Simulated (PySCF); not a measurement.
AlI3, SMILES [I][Al]([I])[I].

Geometry: B3LYP-D3(BJ)/def2-SVP. The isomer is the one that the SMILES or the coordinates give; other isomers of the formula were not compared. The def2 effective core potentials stand for the cores of I; spin–orbit coupling is left out.

The numbers are results of B3LYP/def2-TZVP (PySCF), not measurements.

The molecule is in vacuum.

Computed frontier levels, gap, dipole moment and polarisability:
```yaml
highest_occupied_level: -7.47 eV
lowest_empty_level: -2.23 eV
orbital_gap: 5.24 eV
dipole_moment: 0.000 e·Å
quadrupole, principal values (traceless, Buckingham form, about the centre of nuclear charge): -1.02, -1.02, 2.04 D·Å
mean_static_polarisability: 125.8 bohr³ (18.65 Å³)
polarisability_principal_values: 85.6, 145.9, 145.9 bohr³
```
